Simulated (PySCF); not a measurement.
# Exercise with solution: oscillator strength and radiative lifetime

C2H4ClNSi, SMILES N#CC[SiH2]Cl.

Coordinates come from a B3LYP-D3(BJ)/def2-SVP optimisation. The structure was generated by enumeration, and PubChem lists no compound with its InChIKey, so it may never have been made. One conformer was computed; it need not be the lowest.

TDDFT-B3LYP/def2-SVPD in PySCF 2.14.0 puts the first singlet state with f over 0.02 at 7.51 eV (vertical), with the transition dipole (0.323, -0.177, 0.023) in atomic units.

Find the oscillator strength, the wavelength and the radiative lifetime that this transition would have in vacuum if emission retraced absorption.


|μ|² = 0.1362 au, so |μ| = 0.94 D. ΔE = 7.51/27.211 = 0.2760 hartree. f = (2/3) ΔE |μ|² = 0.025 (the program prints 0.025).
λ = 1239.84/7.51 = 165 nm; ν = 60572 cm⁻¹.
Einstein's coefficient A = 0.6670 ν² f s⁻¹ (ν in cm⁻¹) = 6.1e7 s⁻¹, so τ = 1/A = 16 ns. This state is S4; the lower singlets have f = 0.007, 0.012, 0.001. The figure is the radiative limit of this one transition; relaxation, internal conversion, crossing to triplets and a medium change what is measured.
